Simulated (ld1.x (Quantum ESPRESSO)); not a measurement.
## boron (B) RRKJ: all-electron and pseudo phase curves

```
Element                 : B (Z = 5)
Generator               : ld1.x (Quantum ESPRESSO) 7.5
Type                    : norm-conserving RRKJ (Kleinman–Bylander form)
Functional              : revPBE
Relativity              : scalar-relativistic
Frozen core             : [He]
Valence charge          : 3
Reference configuration : 2s1 2p2
Partial waves           : 2s (bound): rc 1.55 bohr; 2p (bound): rc 3.15 bohr
Local potential         : the p channel
Core correction         : a·sin(br)/r model core, default radius (core density twice the valence density)
rho0                    : 0.02
```

The phase is arctan(r·u′/u) with u = r·R(r), unwrapped; energies in Ry, scanned from -3 to 5 Ry. A pole is an energy at which the radial function vanishes at the test radius. The pseudo phase is shifted by a multiple of π to meet the all-electron one at the reference energy, and phase errors are pseudo minus all-electron; the curves can meet again beyond the range given. Levels narrower than the energy grid can be missing from the lists of poles.

Q: For each channel, where are the poles, and over which energies does the pseudopotential scatter like the atom?

A:

```json
{"channel": "s", "radius (bohr)": "3.39", "reference energy (Ry)": "-0.73", "poles, all-electron": "-0.56, 2.69", "poles, pseudo": "-0.56, 2.58", "unbroken range about the reference energy with phases within 0.05 rad": "below 0.4", "phase error 1 Ry above the reference energy (rad)": "+0.033"}
{"channel": "p", "radius (bohr)": "3.39", "reference energy (Ry)": "-0.30", "poles, all-electron": "-0.07, 2.67", "poles, pseudo": "-0.06, 3.24", "unbroken range about the reference energy with phases within 0.05 rad": "below 0.5", "phase error 1 Ry above the reference energy (rad)": "+0.113"}
```

Phases in the p channel:

```csv
E (Ry),all-electron,pseudo
-3.00,1.395,1.396
-2.52,1.377,1.378
-2.04,1.353,1.354
-1.56,1.314,1.317
-1.08,1.240,1.244
-0.60,0.946,0.957
-0.12,-1.506,-1.500
0.36,-1.843,-1.808
0.84,-2.288,-2.086
1.32,-3.955,-3.165
1.80,-4.497,-4.293
2.28,-4.645,-4.545
2.76,-4.726,-4.648
3.24,-4.795,-4.712
3.72,-4.880,-4.766
4.20,-5.064,-4.825
4.68,-6.075,-4.918
```
